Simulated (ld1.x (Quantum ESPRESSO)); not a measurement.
Pt, TM: configuration errors across variants

Pt, norm-conserving Troullier–Martins (Kleinman–Bylander form), made with ld1.x (Quantum ESPRESSO) 7.5 (PBE, scalar-relativistic). Core [Kr] 4d10 4f14 5s2, reference 5p6 5d9.5 6s0.5 6p0. Waves: 6s (bound): rc 2.60 bohr; 5d (bound): rc 2.10 bohr; 5p (bound): rc 1.20 bohr. Local part: the p channel. Core correction: a·sin(br)/r model core inside 0.90 bohr.

All-electron excitation energies from the reference (eV): (1) 5p6 5d9 6s1 6p0 0.123; (2) 5p6 5d9 6s0 6p0 9.317; (3) 5p6 5d8 6s0 6p0 29.282; (4) 5p6 5d9 6s0.5 6p0 3.816.

Tests that are not counted but printed errors over 1 eV. “base”: 5p6 5d8 6s1 6p1 (pseudo-atom not self-consistent, printed error -2212 eV); 5p6 5d8 6s2 6p0 (solver errors, printed error -15.2 eV); 1 more. “wave 6s (bound): rc 2.60 bohr becomes 6s (bound): rc 2.20 bohr”: 5p6 5d8 6s1 6p1 (solver errors, printed error -13.5 eV); 5p6 5d8 6s2 6p0 (solver errors, printed error -15.2 eV). “wave 6s (bound): rc 2.60 bohr becomes 6s (bound): rc 2.46 bohr”: 5p6 5d8 6s1 6p0 (solver errors, printed error -1743 eV); 5p6 5d8 6s2 6p0 (solver errors, printed error -15.2 eV); 1 more. “wave 6s (bound): rc 2.60 bohr becomes 6s (bound): rc 2.72 bohr”: 5p6 5d8 6s2 6p0 (solver errors, printed error -15.2 eV); 5p6 5d8 6s1 6p1 (solver errors, printed error -9.4 eV); 1 more. “wave 6s (bound): rc 2.60 bohr becomes 6s (bound): rc 3.00 bohr”: 5p6 5d8 6s2 6p0 (solver errors, printed error -15.2 eV); 5p6 5d8 6s1 6p1 (solver errors, printed error -9.4 eV); 1 more.

A true bound ghost makes a file unfit for plane-wave use even where its test errors are small: the radial tests pick states by their node count and pass the ghost by. Where a test does run into it, the solver fails or the error is huge.

Errors AE − PS in meV (a dash: test not solved or not reliable):

```csv
change,(1),(2),(3),(4),bound ghosts
base,-6.4,-3.3,-4.9,-4.7,s
wave 6s (bound): rc 2.60 bohr becomes 6s (bound): rc 1.68 bohr,-10,-2.3,-6.9,-10,s
wave 6s (bound): rc 2.60 bohr becomes 6s (bound): rc 2.20 bohr,-6.5,-3.1,-2.8,-4.2,s
wave 6s (bound): rc 2.60 bohr becomes 6s (bound): rc 2.46 bohr,-6.5,-3.1,-3.3,-4.4,s
wave 6s (bound): rc 2.60 bohr becomes 6s (bound): rc 2.72 bohr,-6.2,-3.8,-7.9,-5.3,s
wave 6s (bound): rc 2.60 bohr becomes 6s (bound): rc 3.00 bohr,-5.4,-6.2,-20,-7.2,s
wave 6s (bound): rc 2.60 bohr becomes 6s (bound): rc 3.36 bohr,-3.7,-13,-48,-11,s
wave 6s (bound): rc 2.60 bohr becomes 6s (bound): rc 3.56 bohr,-2.9,-18,-64,-12,s
wave 6s (bound): rc 2.60 bohr becomes 6s (bound): rc 3.84 bohr,-1.7,-27,-93,-15,s
```

Q: Give the same row for: wave 6s (bound): rc 2.60 bohr becomes 6s (bound): rc 1.92 bohr.

A: -7.7, -2.7, -5.0, -6.5; bound ghosts: s. Not counted: 5p6 5d8 6s1 6p0 (solver errors, printed error -3.2 eV).
